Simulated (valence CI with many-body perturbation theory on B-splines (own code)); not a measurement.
Questions on Ti⁹⁺

Method: valence CI with perturbative core correlation (CI+MBPT): three valence electrons over a frozen Dirac-Fock core [Ne], a basis of 9 s, 9 p, 8 d, 6 f, 3 g, 1 h functions for each j, with the one-electron correlation potential Σ1 (screened to all orders), the two-electron term Σ2, the three-electron term Σ3, Breit, model QED; selected single and double excitations, second order for the rest, scaled by the run's own slope (own B-spline code, finite nucleus).

No measured spectrum was set against this ion. As an estimate, levels of excited configurations hold to 0.05 to 0.15 % of their energy, terms of the ground configuration to about 0.5 %.

Rates and lifetimes use the calculated energies. Strong lines usually hold to 10 to 20 %, long lifetimes can be off by a factor of two.

Q: What is the ground level?

A: 3s2 3p 2P°_1/2, composition 97 % 3s2 3p 2P°, g = 0.665.

Q: Name the longest-lived excited levels whose lifetime is computed, and their main decay.

A: 3s2 3p 2P°_3/2 at 0.936 eV lives 257 ms, mostly by M1 to 3s2 3p 2P°_1/2; 3s 3p2 4P_3/2 at 20.232 eV lives 779 ns, mostly by E1 to 3s2 3p 2P°_3/2. The lifetime of 3s 3p 3d 4F°_9/2 is too uncertain to give, and may be longer.

Q: Where does the other parity begin?

A: At 3s 3p2 4P_1/2, 19.877 eV.

Q: What are the static dipole polarisabilities of the lowest levels?

A: 3s2 3p 2P°_1/2 0.739; 3s2 3p 2P°_3/2 0.744 (tensor 0.066) bohr³, of which the core gives 0.0129.

Q: How well does LS coupling describe the low levels?

A: Among the lowest 20 levels the leading LS term, summed over configurations, holds 99 % on average. For single configurations the figures are 90 % in LS and 64 % in jj coupling. Terms mix most in the J = 1/2 level at 32.822 eV, where the leading one holds 93 %.

Q: Among levels below 70.054 eV, which E1 lines absorb most strongly from the ground level?

A: to 3s2 3d 2D_3/2 at 28.95 nm, f = 0.619; to 3s 3p2 2P_1/2 at 35.54 nm, f = 0.245; to 3s 3p2 2P_3/2 at 35.02 nm, f = 0.169.

Q: How is the term 2P° of the ground level split?

A: J = 1/2 at 0.000, J = 3/2 at 0.936 eV.
